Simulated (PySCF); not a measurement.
Question: Give a PBE0-D3(BJ)/def2-SVP geometry of `B(CC=C)P`.

Answer: 
Z-matrix in Å and degrees, rows numbered from 1:
```
C 
C   1  1.3344
C   2  1.4928  1  126.07
B   3  1.5725  2  117.72  1  -110.90
P   4  1.8792  3  123.42  2    -5.74
H   1  1.0933  2  121.46  3   178.29
H   1  1.0953  2  121.49  3    -1.88
H   2  1.0986  1  118.26  3  -178.12
H   3  1.1070  2  111.35  1    12.36
H   3  1.1093  2  110.77  1   127.63
H   4  1.2111  3  118.74  2  -177.44
H   5  1.4207  4  102.74  3    43.32
H   5  1.4195  4  102.63  3   146.72
```

P5 (three-coordinate phosphorus) is pyramidal (angles 102.7°, 102.6° and 99.9°, sum 305.3°, 0.69 Å off the plane of its three neighbours). The 2 C–C bonds span 1.334 Å (C1=C2, drawn double) to 1.493 Å (C2–C3, drawn single), a spread of 0.159 Å. B4 (three-coordinate boron) is planar (angles 123.4°, 118.7° and 117.3°, sum 359.5°, 0.06 Å off the plane of its three neighbours). Of the pairs four or more bonds apart, C2···H12 is among the closest relative to their van der Waals radii: 2.96 Å, 102 % of the sum of Bondi's values.

Computed, not measured: PySCF 2.14.0, PBE0-D3(BJ)/def2-SVP geometry optimisation, gas phase.

Point group: C1 (no symmetry element, even within 0.4 Å). No PBE0-D3(BJ)/def2-SVP frequencies stand behind this structure, so it isn't proved a minimum. The numbers are those of one conformer (C1–C2–C3–B4 -111°, C2–C3–B4–P5 -6°, C3–B4–P5–H 43° and 147°).
